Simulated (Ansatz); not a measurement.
**Ligand exchange: C2H6FIn + BH2(NH2) → C2H8InN + BH2F**

Gas-phase species: C2H6FIn `C[CH2][InH][F]`, singlet; BH2(NH2), singlet; C2H8InN `C[CH2][InH][NH2]`, singlet; BH2F `BF`, singlet. The partners trade F for NH2: In–F and B–NH2 bonds give way to In–NH2 and B–F.

Shapes, held fixed at every level: PBE0-D4/def2-TZVP. Flexible molecules stand in one conformer, not always the lowest. Programs: Ansatz 0.2.0. The zero-point and thermal change to 298 K, harmonic and unscaled (PBE0-D4/def2-TZVP), is -5.1 kJ/mol.

```
                level                   kind  ΔH(298 K) (kJ/mol)  less CCSD(T)/def2-TZVPP
          HF/def2-SVP           Hartree–Fock               +65.2                    +10.2
 r2SCAN-D4/def2-TZVPP               meta-GGA               +71.1                    +16.1
   PBE0-D4/def2-TZVPP          global hybrid               +68.2                    +13.2
r2SCAN0-D4/def2-TZVPP          global hybrid               +66.8                    +11.8
     CCSD(T)/def2-SVP  coupled cluster or CI               +62.4                     +7.4
        CCSD/def2-SVP  coupled cluster or CI               +63.6                     +8.6
      CCSD/def2-TZVPP  coupled cluster or CI               +54.9                     -0.1
   CCSD(T)/def2-TZVPP  coupled cluster or CI               +55.0                      0.0
```

The highest level, CCSD(T)/def2-TZVPP, gives ΔH(298 K) = +55.0 kJ/mol; the levels span +54.9 to +71.1. The column of differences is taken from that level and isn't an error. No measured value is set beside it here. For atoms past krypton def2 sets carry core potentials with scalar relativity. Outer-core shells of In are correlated, in sets that cover them unevenly.
